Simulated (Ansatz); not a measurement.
C2H6GeSi, SMILES `[SiH3]C#[C][GeH3]`. Charge 0, multiplicity 1. Geometry: relaxed with PBE0-D4/def2-TZVP.

```xyz
10

Si    0.497   -0.415    2.373
C     0.133   -0.109    0.613
C    -0.112    0.095   -0.558
Ge   -0.500    0.418   -2.391
H     0.699   -1.869    2.589
H     1.727    0.320    2.757
H    -0.642    0.056    3.199
H    -0.342   -0.896   -3.163
H     0.482    1.469   -2.920
H    -1.940    0.931   -2.500
```

What is the dipole moment at B3LYP/def2-TZVPP? (An estimate is asked.)

Ansatz gave: 0.54 D, with components (-0.11, 0.09, -0.52) D in this frame, pointing from negative to positive charge.

And with PBE, r2SCAN, ωB97M-V? (An estimate is asked.)

Computed: PBE 0.55 D, r2SCAN 0.57 D, ωB97M-V 0.57 D.

Give the Mulliken charges with B3LYP, r2SCAN, PBE in def2-TZVPP. (Estimate.)

Ansatz gave: 
```tsv
atom	B3LYP	r2SCAN	PBE
Si1	0.33	0.39	0.26
C2	-0.34	-0.37	-0.29
C3	0.00	-0.02	0.00
Ge4	0.15	0.18	0.14
H5	-0.06	-0.06	-0.04
H6	-0.06	-0.06	-0.04
H7	-0.06	-0.06	-0.04
H8	0.01	0.00	0.01
H9	0.01	0.00	0.01
H10	0.01	0.00	0.01
```

B3LYP here is the variant with VWN-RPA as its local correlation; programs differ in this.
